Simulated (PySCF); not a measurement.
# GdBr from Hartree–Fock to correlated methods

State: octet, about 7.1 electrons in the 4f shell (Mulliken). Set-up: basis Gd x2c-SVPall, Br x2c-SVPall; spin-free X2C with a Gaussian nucleus; PySCF 2.14. De refers to Gd (4f7 5d1 6s2) + Br in their high-spin ground configurations, without counterpoise correction. The functionals are run spin-unrestricted. A positive dipole means Gd(−)Br(+).

```tsv
Level	Re (Å)	ωe (cm⁻¹)	De (eV)	μ (D)
ROHF	2.652	227	n/a	-3.35
ROHF-MP2	2.547	253	n/a	n/a
ROHF-SCS-MP2	2.569	248	n/a	n/a
PBE	2.569	234	4.75	-2.09
BLYP	2.596	226	4.56	-2.01
r²SCAN	2.584	231	4.72	-3.36
PBE0	2.565	240	4.54	-2.74
BHandHLYP	2.592	239	4.25	-3.00
LC-ωPBE	2.601	223	4.80	-3.80
```

Question: What does a quarter of exact exchange do here, going from PBE to PBE0?

Answer: PBE0 less PBE: -0.4 pm in Re, +2.6 % in ωe, -0.21 eV in De. Exact exchange removes part of the self-interaction that spreads semilocal densities, and in most molecules shortens and stiffens the bond and lowers De; so it does here.

Question: What does the step from GGA to meta-GGA do here, going from PBE to r²SCAN?

Answer: r²SCAN less PBE: +1.5 pm in Re, -1.3 % in ωe, -0.03 eV in De. 

Question: What does second-order correlation do here, going from ROHF to ROHF-MP2?

Answer: ROHF-MP2 less ROHF: -10.5 pm in Re, +11.5 % in ωe. Correlation nearly always deepens the well. The bond shortens, as in weak, metallic or heavy-atom bonds, where dispersion and the correlation of outer-core electrons pull the atoms together.

Correlated steps freeze 27 core orbitals. These are scalar-relativistic numbers at best; spin–orbit coupling would shift them, the dissociation energy most. Counting both spins, an empty level lies below a filled one in some of these solutions, because spin and occupation are held. UHF is strongly spin-contaminated for GdBr, so the ROHF reference used there is far from stable. With d or f electrons several states lie close, and the lowest PBE0 determinant need not be the measured ground state.

The whole job (state search and all levels along the bond) took about 18 min on 4 threads of Arm Neoverse V1 (shared host), peak memory 6.4 GiB.
